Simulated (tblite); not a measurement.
C6H14O2P (charge -1).
Geometry (GFN2-xTB, Å), atoms numbered from 1 in this order:
```
atom  x, y, z in Å
C1    -1.9414    0.9550    0.6333
C2    -1.0667   -0.2684    0.8746
C3    -0.0573   -0.5429   -0.2385
C4    -0.7392   -0.7452   -1.5828
C5     0.7466   -1.7880    0.1119
P6     1.1575    0.8758   -0.5829
C7     1.8110    1.2451    1.1335
O8     0.4347    2.0835   -1.0806
O9     2.2697    0.3310   -1.4133
H10   -2.4681    1.2390    1.5464
H11   -1.3158    1.7791    0.3056
H12   -2.6819    0.7580   -0.1396
H13   -0.5182   -0.1304    1.8112
H14   -1.7032   -1.1575    1.0024
H15   -1.4907   -1.5400   -1.5498
H16    0.0194   -0.9992   -2.3218
H17   -1.2066    0.1841   -1.9000
H18    0.1268   -2.6876    0.0552
H19    1.1540   -1.7175    1.1201
H20    1.5750   -1.8803   -0.5858
H21    2.2405    0.3688    1.6114
H22    1.0486    1.6848    1.7704
H23    2.6005    1.9796    0.9750
```

Method: GFN2-xTB as coded in tblite; computed harmonic values from a numerical Hessian at the method's own geometry, unscaled. This tight-binding method is rough: wavenumbers can miss measured ones by several per cent, in bad cases by 10 to 20. One conformer, not necessarily the lowest.

Harmonic wavenumbers (cm⁻¹): 51.8, 118.3, 162.5, 183.5, 187.2, 201.1, 211.7, 237.8, 259.1, 275.4, 282.8, 311.3, 315.8, 380.3, 435.1, 458.0, 486.9, 591.4, 691.2, 801.6, 802.4, 818.6, 859.5, 966.0, 967.6, 1005.6, 1038.8, 1065.0, 1086.3, 1105.0, 1198.2, 1208.4, 1222.0, 1249.2, 1284.5, 1300.7, 1351.9, 1388.2, 1404.1, 1406.4, 1463.6, 1477.8, 1484.1, 1496.0, 1500.2, 1502.4, 1506.5, 1512.5, 1522.7, 2852.9, 2927.1, 2938.3, 2945.1, 2975.0, 2988.6, 2997.5, 3011.5, 3012.9, 3019.7, 3020.7, 3032.6, 3035.4, 3064.2.

A = 1699, B = 1267, C = 1110 MHz; mass 149.073 u (most abundant isotopes); point group C1, symmetry number 1.

Zero-point energy?

Half the sum of the wavenumbers: 42329 cm⁻¹ = 506.37 kJ/mol.

Entropy at 298.15 K, 1 bar (ideal gas, RRHO, classical rotation)?

Translation 171.27, rotation 122.54, vibration 143.18: S = 437.0 J/(mol K).

And Cp and H(298.15 K) − H(0)?

Cp = 192.04 J/(mol K), of which vibrations give 158.78 (their classical limit is 63 R = 523.8); H(298.15 K) − H(0) = 33.98 kJ/mol without the zero-point energy, 24.06 from vibrations.

How do the functions run with temperature in this model?

| T (K) | S (J/(mol K)) | Cp (J/(mol K)) | H − H(0) (kJ/mol) | G − H(0) (kJ/mol) | ln q(vib) |
| --- | --- | --- | --- | --- | --- |
| 50 | 242.8 | 50.4 | 1.95 | -10.19 | 0.32 |
| 100 | 289.5 | 88.9 | 5.43 | -23.52 | 1.32 |
| 373.15 | 483.8 | 226.8 | 49.69 | -130.86 | 9.94 |
| 500 | 557.8 | 279.8 | 81.91 | -196.99 | 13.98 |
| 750 | 687.0 | 357.7 | 162.25 | -353.03 | 21.59 |
| 1000 | 797.6 | 410.4 | 258.68 | -538.96 | 28.64 |

q(vib) and H(0) count from the zero-point level.

Which modes carry the vibrational entropy at 298.15 K?

51.8 cm⁻¹: 19.86; 118.3 cm⁻¹: 13.09; 162.5 cm⁻¹: 10.55; 183.5 cm⁻¹: 9.59; 187.2 cm⁻¹: 9.44; 201.1 cm⁻¹: 8.88 J/(mol K); the other 57 give 71.77 together.

What must be added to the electronic energy to get the Gibbs energy at 298.15 K and 1 bar?

ZPE + [H(298.15 K) − H(0)] − T·S = 506.37 + 33.98 − 130.29 = 410.06 kJ/mol.

Hindered rotation and anharmonicity are outside this model. Other conformers, if any are populated, would add a mixing term that is left out. The structure is chiral; the term R ln 2 for an equal mix with its mirror image is left out.
